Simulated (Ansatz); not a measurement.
Al3P3H12, a cluster cut from zinc blende AlP (hydrogen-capped), relaxed as a singlet with RKS PBE-D4/def2-SVP in Ansatz, starting from the GFN2-xTB geometry. Force threshold 0.02 eV/Å.

Start:

```xyz
18

Al   -2.570    0.788   -0.281
Al    1.863    1.844    0.616
Al    0.792   -2.303   -1.163
P    -1.367   -1.230   -0.890
P     2.005   -0.433   -0.206
P    -0.557    1.920    0.464
H    -3.372    0.432    1.008
H    -3.216    1.484   -1.500
H     2.187    1.770    2.140
H     2.539    2.855   -0.337
H     0.847   -3.439   -0.093
H     1.136   -2.532   -2.652
H    -1.387   -1.628    0.456
H    -2.324   -2.165   -1.257
H     1.681   -0.905    1.077
H     3.333   -0.818   -0.098
H    -0.644    1.234    1.686
H    -0.945    3.125    1.030
```

**Question.** Estimate the energy that the relaxation releases and the steps that it takes.

**Answer.** 20.2 kcal/mol, in 11 steps; 18 s on 4 threads of Arm Neoverse V2 on a shared host. The force fell under the threshold at step 10, but the optimiser went on. No frequencies were taken in this run, so the end may be a saddle point.

**Question.** Does the start keep its bonding and symmetry?

**Answer.** By distances, no bond broke or formed. The bond that changes most is Al1–H8, from 1.54 to 1.60 Å (atoms count from 1). Point group C3v at the start, C3v at the end, both within 0.05 Å.

**Question.** Predict the relaxed structure.

**Answer.** 
```xyz
18

Al   -2.390    0.789   -0.392
Al    1.762    1.784    0.452
Al    0.752   -2.106   -1.220
P    -1.478   -1.476   -0.450
P     2.022   -0.637    0.262
P    -0.627    1.802    0.961
H    -3.756    0.783    0.446
H    -2.233    1.384   -1.870
H     2.574    2.299    1.734
H     1.921    2.379   -1.024
H     1.036   -3.630   -0.816
H     0.911   -1.512   -2.698
H    -1.710   -2.092    0.822
H    -2.402   -2.262   -1.210
H     2.009   -1.200    1.579
H     3.404   -0.872   -0.028
H    -0.804    1.391    2.321
H    -0.991    3.176    1.131
```
Bond lengths (bridged metal pairs left out): 6 × Al–P 2.44 Å; 6 × Al–H 1.60 Å; 6 × H–P 1.43 Å.
